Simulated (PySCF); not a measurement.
Relaxation of doublet AuH2

Level of theory: PySCF, UPBE0, basis Au def2-TZVP with ECP60, H def2-TZVP (scalar-relativistic core potentials, no spin–orbit coupling, density fitting). A (50,194) grid was used.

A hand-made side-on start, of C2v symmetry, held to at least that symmetry:

```xyz
3
charge 0 multiplicity 2, angstrom
Au    0.0000    0.0000   -0.0155
H     0.4200    0.0000    1.5192
H    -0.4200    0.0000    1.5192
```

(1) What does it relax to?

(2) How much energy is released, and in how many steps?

Results:

(1) It ends at C2v with H–H 0.746 Å. The molecule has come apart into Au + H₂. No frequency check is given, so it may be a saddle point.

(2) 64.1 kJ/mol in 13 steps.

Other spin states or occupations of the open shell can lie lower. With an element this heavy the missing spin–orbit coupling can shift these numbers.

The relaxation took of the order of 29 core-seconds on a shared host.
